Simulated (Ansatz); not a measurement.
**Pulling the pair apart**

The pair of Ag⁺ (SMILES [Ag+], atom 1) and HF (SMILES F, atoms 2–3), both closed shells, in one local arrangement (a lower one may exist), relaxed at PBE0-D4/def2-TZVP:

Ag1  (0.002, -0.018, -1.827)
F2  (0.046, -0.205, 0.503)
H3  (-0.048, 0.223, 1.324)
(Å)

HF is shifted rigidly along the line between the mean atom positions of the two fragments (negative: closer). Counterpoise interaction energies in kcal/mol. Ansatz 0.2.0; basis: def2-TZVPPD; cores frozen in the correlated methods. Filled d shells of the heavier atoms are correlated. Core potentials replace the inner electrons of the atoms past krypton.

| shift (Å) | PBE-D4 | HF | r2SCAN-D4 |
| --- | --- | --- | --- |
| -0.23 | -14.80 | -8.20 | -17.04 |
| -0.12 | -16.83 | -11.59 | -18.70 |
| 0.00 | -17.25 | -13.05 | -18.75 |
| 0.12 | -16.79 | -13.41 | -17.96 |
| 0.28 | -15.45 | -12.99 | -16.24 |
| 0.58 | -12.53 | -11.24 | -12.84 |
| 1.17 | -8.25 | -8.06 | -8.23 |
| 2.34 | -4.33 | -4.63 | -4.37 |

Problem. What does CCSD(T) give at these shifts? (An estimate is asked for; the value comes from the calculation.)

Solution. By the calculation: -11.55, -14.01, -14.78, -14.63, -13.68, -11.34, -7.75, -4.31 kcal/mol. For zero shift, CCSD(T) at an estimated basis limit (MP2 extrapolated from triple and quadruple zeta, plus CCSD(T) − MP2 in triple zeta) gives -16.45 kcal/mol. These are counterpoise interaction energies, counted from the two frozen fragments.

No T1 diagnostic of these runs exceeds 0.010.

For scale, one of the runs: CCSD(T)/def2-TZVPPD, 113 basis functions, launched by `ansatz run in.yaml --threads 2 --pin off --events-out ev --progress --plain --max-ram 5222MiB`. The run took about 4.4 s on 2 CPU threads of an Arm Neoverse V2 (shared host).
